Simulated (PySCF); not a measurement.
## Excitation energy of Cd by level of theory

Cd [Kr] 4d10 5s2 (1S) → Cd [Kr] 4d10 5s1 5d1 (3D), as a difference of total energies. Computed with PySCF 2.14 in aug-cc-pVTZ-PP with one added diffuse shell each of s, p, d, f, g type with ECP28MDF (7s7p6d4f3g, 113 functions), with scalar relativity through the core potential. Correlated levels: valence: 4s2 4p6 frozen. The calculations carry no spin-orbit coupling.

```csv
method,excitation energy (cm⁻¹),error (cm⁻¹)
UHF,48449,-11055
LDA,61786,+2283
PBE,58053,-1451
PBE0,56588,-2916
r2SCAN,58370,-1134
wB97M-V,60250,+746
CAM-B3LYP,59824,+320
MN15,63593,+4089
MP2 (valence),60561,+1057
SCS-MP2 (valence),60645,+1141
```

Reference: 59504 cm⁻¹ (measured; NIST levels, between the centres of gravity of the two terms).

Errors of the correlated levels include the incompleteness of this basis and the frozen core.

The promoted electron is Rydberg-like, and one or two diffuse shells describe it only roughly, which tends to raise the upper state.
